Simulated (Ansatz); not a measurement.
## InNH3 (SMILES [NH2][InH]): the energy to break a bond

InNH3 has 5 atoms, charge 0, and is taken as a doublet. SMILES: `[NH2][InH]`. The shape was relaxed beforehand at wB97X-V/def2-SVP. This is one conformer, not always the lowest.

```csv
atom,x (Å),y (Å),z (Å)
N,-0.1783,-0.7750,0.1637
In,0.8160,0.9833,0.3417
H,-0.9169,-0.9477,-0.5130
H,-0.0156,-1.5951,0.7388
H,0.3447,2.2606,-0.7727
```

Wanted: the dissociation energy of the H3–N1 bond into doublet H and singlet InNH2 (shapes relaxed at wB97X-V/def2-SVP, no zero-point term). 1 Eh = 2625.50 kJ/mol = 27.2114 eV. Totals in Eh; open shells run unrestricted unless said.

| level | program | InNH3 | doublet H | singlet InNH2 |
| --- | --- | --- | --- | --- |
| UPBE/def2-TZVPP (core potential) | Ansatz | -246.612819 | -0.499616 | -245.981643 |
| UB3LYP/def2-TZVPP (core potential) | Ansatz | -246.753571 | -0.502154 | -246.109405 |
| U-wB97M-V/def2-TZVPP (core potential) | Ansatz | -246.597906 | -0.494111 | -245.956515 |

Problem. Work out the dissociation energy at each level.

Solution. 
1. UPBE/def2-TZVPP (core potential): (-0.499616) + (-245.981643) − (-246.612819) = 0.131560 Eh = 345.4 kJ/mol = 3.58 eV.
2. UB3LYP/def2-TZVPP (core potential): (-0.502154) + (-246.109405) − (-246.753571) = 0.142012 Eh = 372.9 kJ/mol = 3.86 eV.
3. U-wB97M-V/def2-TZVPP (core potential): (-0.494111) + (-245.956515) − (-246.597906) = 0.147280 Eh = 386.7 kJ/mol = 4.01 eV.

The levels span 345 to 387 kJ/mol; no measured value is set beside them. A fragment with an even electron count was run as a singlet and may have a lower triplet. A bond enthalpy at 298 K also holds the loss of zero-point energy and thermal terms.
